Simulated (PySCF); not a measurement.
Input file for PySCF: R-M06-2X/6-31G* on CH7GeNO (a complex), monomers drawn apart or pushed together.

```python
from pyscf import gto, scf, dft, mp
from pyscf.data.elements import chemcore

mol = gto.M(
    atom='''
    Ge   -0.15182131   -0.51402076   -0.00192693
    H    -1.49489666    0.14345315    0.32297864
    H     0.05049723   -0.53408449   -1.53086324
    H    -0.07597583   -1.94448337    0.53690278
    H     0.99626272    0.32648531    0.59237580
    N     1.29153407    0.83243873    4.95240464
    C     0.16767892    0.15201343    5.27657438
    O    -0.57978479   -0.37330091    4.48039601
    H     1.55027932    0.92637603    3.98260184
    H     1.87073687    1.24717051    5.66044091
    H    -0.01000219    0.11887867    6.36659954
    ''',
    basis='6-31g*',
    cart=True,
    charge=0, spin=0, verbose=3, max_memory=1800)
mf = dft.RKS(mol, xc='m062x')
mf.conv_tol = 1e-8
mf.max_cycle = 100
mf.kernel()
if not mf.converged:
    mf = mf.newton().run(mf.mo_coeff, mf.mo_occ)
```

It printed:

```
converged SCF energy = -2248.89614476715
```

Self-consistency was reached.

Cost: roughly 23 core-seconds.
